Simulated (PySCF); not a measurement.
**Magnetic susceptibility: `C=N[Si@](C)(N)CC`, C4H12N2Si**

Molfile (atoms numbered from 1):
```
C4H12N2Si
     RDKit          3D

 19 18  0  0  0  0  0  0  0  0999 V2000
    1.6342   -2.4070    0.6737 C   0  0  0  0  0  0  0  0  0  0  0  0
    0.7229   -1.6053    0.9584 N   0  0  0  0  0  0  0  0  0  0  0  0
    0.2682   -0.0398    0.3393 Si  0  0  2  0  0  4  0  0  0  0  0  0
    1.4683    0.7114   -0.9341 C   0  0  0  0  0  0  0  0  0  0  0  0
    0.1809    1.0886    1.6500 N   0  0  0  0  0  0  0  0  0  0  0  0
   -1.4916   -0.2911   -0.3374 C   0  0  0  0  0  0  0  0  0  0  0  0
   -2.1313    1.0053   -0.8160 C   0  0  0  0  0  0  0  0  0  0  0  0
    2.3803   -2.2589   -0.1145 H   0  0  0  0  0  0  0  0  0  0  0  0
    1.7189   -3.3370    1.2327 H   0  0  0  0  0  0  0  0  0  0  0  0
    2.4952    0.6199   -0.5917 H   0  0  0  0  0  0  0  0  0  0  0  0
    1.3986    0.2055   -1.8924 H   0  0  0  0  0  0  0  0  0  0  0  0
    1.2708    1.7650   -1.0987 H   0  0  0  0  0  0  0  0  0  0  0  0
   -0.5059    0.9114    2.3656 H   0  0  0  0  0  0  0  0  0  0  0  0
    1.0435    1.3804    2.0816 H   0  0  0  0  0  0  0  0  0  0  0  0
   -2.1123   -0.7302    0.4432 H   0  0  0  0  0  0  0  0  0  0  0  0
   -1.4784   -1.0083   -1.1587 H   0  0  0  0  0  0  0  0  0  0  0  0
   -3.1474    0.8317   -1.1693 H   0  0  0  0  0  0  0  0  0  0  0  0
   -1.5570    1.4374   -1.6318 H   0  0  0  0  0  0  0  0  0  0  0  0
   -2.1677    1.7302   -0.0073 H   0  0  0  0  0  0  0  0  0  0  0  0
  1  2  2  0
  2  3  1  0
  3  4  1  0
  3  5  1  1
  3  6  1  0
  6  7  1  0
  1  8  1  0
  1  9  1  0
  4 10  1  0
  4 11  1  0
  4 12  1  0
  5 13  1  0
  5 14  1  0
  6 15  1  0
  6 16  1  0
  7 17  1  0
  7 18  1  0
  7 19  1  0
M  END
```

Theory: GIAO B3LYP/pcSseg-1 magnetisability, rotational g tensor and spin-rotation constants, non-relativistic, gas phase in PySCF 2.14.0. Geometry: GFN2-xTB.

(1) How diamagnetic is it, and how anisotropic?

(2) Split it along the inertial axes a, b, c into diamagnetic and paramagnetic parts about the centre of mass, with the quadrupole moment.

(3) And the rotational g tensor?

Results:

(1) Isotropic -1286 × 10⁻³⁰ J/T², or -77.5 × 10⁻⁶ cm³/mol; principal values -1377, -1294, -1187 × 10⁻³⁰ J/T², anisotropy 165 × 10⁻³⁰ J/T² (root of half the summed squared differences of the principal values). The susceptibility is in cgs units.

(2) 
```tsv
axis	χ (10⁻⁶ cm³/mol)	diamagnetic (10⁻⁶ cm³/mol)	paramagnetic (10⁻⁶ cm³/mol)	summed x² of all electrons (Å²)	quadrupole Θ (D Å)
a	-74.0	-570.6	496.6	173.7	+0.36
b	-80.4	-997.1	916.7	73.2	-2.16
c	-78.0	-1047.2	969.3	61.3	+1.80
```
Anisotropies 2χaa − χbb − χcc = +10.4 and 2χbb − χaa − χcc = -8.8 × 10⁻⁶ cm³/mol. Θ is traceless in Buckingham's convention.

(3) 
```csv
axis,rotational constant (GHz),g,nuclear part,electronic part
a,2.8011,-0.0223,0.6312,-0.6535
b,1.4265,-0.0061,0.6083,-0.6143
c,1.3463,-0.0088,0.6043,-0.6131
```
Asymmetric top; isotopes 12C, 1H, 14N, 28Si; no vibrational averaging.
